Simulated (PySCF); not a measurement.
A run for PySCF: R-M06-2X/6-31G* on ClH3 (a complex).

```python
from pyscf import gto, scf, dft, mp
from pyscf.data.elements import chemcore

mol = gto.M(
    atom='''
    Cl   -0.11795616   -0.58843122   -0.72128949
    H    -0.07378760   -0.40224195    0.54698815
    H    -0.35292607    0.02695530    2.80097892
    H     0.36558137   -0.16997253    2.80402480
    ''',
    basis='6-31g*',
    cart=True,
    charge=0, spin=0, verbose=3, max_memory=1800)
mf = dft.RKS(mol, xc='m062x')
mf.conv_tol = 1e-8
mf.max_cycle = 100
mf.kernel()
if not mf.converged:
    mf = mf.newton().run(mf.mo_coeff, mf.mo_occ)
```

**Question.** Give the final energy of this run.

**Answer.** -461.9197 hartree.
